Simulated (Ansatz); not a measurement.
Harmonic frequencies (cm⁻¹) at PBE0-D4/def2-TZVP from Ansatz: 75, 82, 95, 157, 239, 265, 393, 491, 566, 590, 644, 688, 733, 760, 873, 892, 932, 939, 949, 1309, 1477, 2126, 2208, 2212, 2217, 3088, 3148.

Question: Which molecule is it?
A. `[F][Ge]1([SiH3])[BH][CH2]1`
B. `CNBS`
C. `[F][GeH]1[CH2][B]1[SiH3]`
D. `[CH3][GeH]1[SiH2][B]1F`

Answer: C.
